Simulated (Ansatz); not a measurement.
BiH2(NMe2) (C2H8BiN): single points at one geometry.

```yaml
crystal:
  periodic: [false, false, false]
  atoms:
    - {symbol: Bi, position_ang: [0.709103, 1.610333, 1.315360]}
    - {symbol: H, position_ang: [2.281516, 1.353857, 0.385600]}
    - {symbol: H, position_ang: [0.239904, 2.875714, 0.093954]}
    - {symbol: N, position_ang: [-0.487071, 0.082542, 0.258085]}
    - {symbol: C, position_ang: [-0.337802, 0.052285, -1.182715]}
    - {symbol: C, position_ang: [-0.371979, -1.236848, 0.851844]}
    - {symbol: H, position_ang: [0.660525, -0.316664, -1.542873]}
    - {symbol: H, position_ang: [-0.497175, 1.060459, -1.615865]}
    - {symbol: H, position_ang: [-1.107808, -0.626351, -1.622197]}
    - {symbol: H, position_ang: [-0.490666, -1.188609, 1.955037]}
    - {symbol: H, position_ang: [-1.189574, -1.892559, 0.468062]}
    - {symbol: H, position_ang: [0.591017, -1.774150, 0.635718]}
basis:
  gaussian: {orbitals: def2-TZVP, initial_orbitals: start.molden}
hamiltonian: {xc: {name: r2SCANh}, dispersion: d4}
scf: {omitted_lower_state_checks: [starts]}
output: {orbitals: {seedname: orbitals}}
```

The file start.molden holds the orbitals of an earlier run on this structure, at another level or in another basis.

```sh
$ ansatz run in.yaml --threads 4 --pin off --events-out ev --progress --plain --max-ram 3916MiB
```

Output, abridged:

```
Functional definition: r2SCANh
1230 factors; their error is unknown
mean field evaluation 1: about -9534.9390 eV, gradient 4.0e0 eV
mean field evaluation 2: about -9534.9606 eV, gradient 2.2e-2 eV
mean field evaluation 4: about -9534.9650 eV, gradient 2.1e-4 eV
mean field -9534.96501227 eV, -350.4035011696 hartree, gradient 1.6e-5 eV, S^2 0.000000; 0 other end points of the search recorded, 0 dependent functions left out
reference -9534.96502536 eV, -350.4035016506 hartree; 25, 25 occupied and 166, 166 virtual orbitals, 1230 factors
Total energy: -9535.03598200 eV, -350.4061092591 hartree
Checks for a lower state left out: starts
```

It took 7.5 s on 4 threads of Intel Xeon on a shared host.

First input, but with `hamiltonian: {xc: {name: revPBE}, dispersion: d4}` (abridged; 3.2 s):

```
Functional definition: revPBE
mean field -9536.41188055 eV, -350.4566725980 hartree, gradient 8.2e-6 eV, S^2 0.000000
Total energy: -9537.24152456 eV, -350.4871614532 hartree
Checks for a lower state left out: starts
```

The first input with `gaussian: {orbitals: def2-SVP, initial_orbitals: start.molden}`, `hamiltonian: {xc: pbe0, dispersion: d4}` (abridged; 2.8 s):

```
Functional definition: PBE0
mean field -9526.52366653 eV, -350.0932874353 hartree, gradient 2.6e-5 eV, S^2 0.000000
Total energy: -9526.75584264 eV, -350.1018197501 hartree
Checks for a lower state left out: starts
```

The first input with `hamiltonian: {xc: {name: B2PLYP}}` and without the key `output` (abridged; 9.1 s):

```
Functional definition: B2PLYP
mean field -9516.65078612 eV, -349.7304657723 hartree, gradient 6.9e-6 eV, S^2 0.000000
7 core orbitals not correlated: weight in the atoms' cores, before any rotation towards them, 1.000 or more for the frozen orbitals, at most 0.000 for the correlated occupied ones
second order -32.77854773 eV of doubles, -0.00000000 eV of singles
Total energy: -9525.50118283 eV, -350.0557118524 hartree
Checks for a lower state left out: starts
```

As the first input, with `hamiltonian: {xc: pbe, dispersion: d4}` (abridged; 3.7 s):

```
Functional definition: PBE
mean field -9531.17284799 eV, -350.2641417026 hartree, gradient 7.5e-6 eV, S^2 0.000000
Total energy: -9531.44706396 eV, -350.2742189538 hartree
Checks for a lower state left out: starts
```

As the first input, with `hamiltonian: {xc: pbe0, dispersion: d4}` (abridged; 5.5 s):

```
Functional definition: PBE0
mean field -9530.84184736 eV, -350.2519776539 hartree, gradient 2.7e-5 eV, S^2 0.000000
Total energy: -9531.07403214 eV, -350.2605102871 hartree
Checks for a lower state left out: starts
```

As the first input, with `hamiltonian: {xc: r2scan, dispersion: d4}` (abridged; 6 s):

```
Functional definition: r2SCAN
mean field -9535.81513034 eV, -350.4347424323 hartree, gradient 2.1e-5 eV, S^2 0.000000
Total energy: -9535.88164654 eV, -350.4371868577 hartree
Checks for a lower state left out: starts
```

Geometry: PBE-D4/def2-SVP.

In the def2 sets Bi takes a core potential; there is no spin–orbit coupling. Correlated methods freeze 7 core orbitals; core or outer-core shells of Bi are correlated, in sets that lack core-valence functions.
